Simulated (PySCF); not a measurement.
tetraarsenic (As4), SMILES [As]12[As]3[As]2[As]31. Geometry optimised at B3LYP-D3(BJ)/def2-SVP.

Calculation: B3LYP-D3(BJ)/def2-SVP (PySCF).

Harmonic wavenumbers (cm⁻¹): 204, 204, 260, 260, 260, 351. Rotational constants (GHz): 1.113, 1.113, 1.113; symmetry number 12.

**Question.** Work out the zero-point energy and the ideal-gas rigid-rotor harmonic-oscillator thermochemistry at 298.15 K and 1 atm.

**Answer.** ZPE = ½ Σ hcν = ½ × 1539 cm⁻¹ = 9.21 kJ/mol. H − E(el) = 26.70 kJ/mol. Entropy in J/(mol K): translation 179.87, rotation 104.16, vibration 43.26, total 327.29. G − E(el) = -70.88 kJ/mol. Cp = 77.10 J/(mol K).
